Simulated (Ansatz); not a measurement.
CH7MoN3, SMILES `[CH3][Mo](=[NH])(=[NH])[NH2]`, relaxed with RKS PBE-D4/def2-SVP in the Gaussian-basis code of Ansatz from a rough embedded geometry. The force threshold is 0.03 eV/Å; the program also tests the step.

Charge 0, multiplicity 1. Mo: def2 effective core potential.

Start:

```xyz
12

C     0.170    1.545   -0.825
Mo   -0.182   -0.354    0.132
N    -0.680   -1.596   -1.195
N    -1.617   -0.243    1.467
N     1.611   -1.005    1.095
H     1.135    1.612   -1.333
H    -0.656    1.790   -1.556
H     0.129    2.386   -0.024
H    -1.644   -2.100   -1.161
H    -2.444   -0.757    1.320
H     2.338   -1.005    0.322
H     1.839   -0.272    1.758
```

```csv
step,energy (eV),largest force (eV/Å),largest move (Å)
1,-7466.7489,5.242,0.000
2,-7468.2760,1.733,0.197
3,-7468.4823,1.316,0.182
4,-7468.5624,2.146,0.185
5,-7468.7742,1.387,0.200
6,-7468.8480,0.426,0.199
7,-7468.8835,0.221,0.153
8,-7468.8869,0.061,0.045
9,-7468.8880,0.102,0.032
10,-7468.8886,0.026,0.015
```

End:

```xyz
12

C    -0.020    1.557   -0.849
Mo   -0.160   -0.335    0.121
N    -0.516   -1.470   -1.162
N    -1.429   -0.135    1.309
N     1.548   -0.745    0.974
H     0.782    1.520   -1.614
H    -0.974    1.822   -1.346
H     0.219    2.339   -0.098
H    -1.075   -2.183   -1.644
H    -2.330   -0.346    1.753
H     2.235   -1.395    0.577
H     1.720   -0.631    1.979
```

Run time 18 s (4 threads of an Arm Neoverse V2 on a shared host); peak host memory 0.18 GiB.
